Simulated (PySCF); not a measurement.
NMR data simulated for an unnamed compound:

¹H NMR (600 MHz, computed): δ 4.47 (s, 3H), 4.44 (s, 3H), 2.37 (s, 3H).

¹³C{¹H} NMR (computed): δ 184.2 (C), 168.4 (C), 153.9 (C), 21.3 (CH3).

Calculated, not measured (PySCF 2.14.0 with density-fitted response routines): shieldings: GIAO PBE0/pcSseg-1, GFN2-xTB geometry. Fast rotation and ring inversion assumed for equivalent nuclei, one conformer, no solvent model, relativity neglected.

Chemical shifts δ = σref − σ; TMS for ¹H (31.72 ppm) and ¹³C (186.93 ppm), all at this level.

Q: Which of these does the molecule contain: a Si–H bond, a non-aromatic C=C double bond, an OH group, a Si–CH3 group, an aldehyde?

A: 
- A Si–H bond: yes (δH 4.47 (s)).
- A non-aromatic C=C double bond: yes.
- An OH group: no.
- A Si–CH3 group: no.
- An aldehyde: no.

The data belong to `InChI=1S/C4H9FOSi2/c1-2(3(5)6)4(7)8/h1,7-8H3`; they needn't prove each group on their own.

Carbon signals by region: 2 in the far downfield region (above 160 ppm), 1 in the sp2 and nitrile region (100–160 ppm), 1 below 50 ppm. Above 160 ppm: 184.2, β carbon of a C=C–C=O unit, 168.4, carbonyl carbon.

Splittings by ¹⁹F in the carbon and heteronuclear signals aren't shown, as no couplings were computed. Shifts are as computed. Against solution values, carbons near 30 ppm lie about +3 ppm off and those near 130 ppm about +5 ppm. Of 1211 compounds with measured shifts, 218 miss one by over three times the rms of a fit or turn the order of signals round; such compounds aren't used in these exercises. No couplings were computed; multiplicities are counted from neighbouring protons, with m where these are inequivalent, close in shift, in a saturated or five-membered ring or joined by F or P, and br s for small geminal =CH2 splittings.
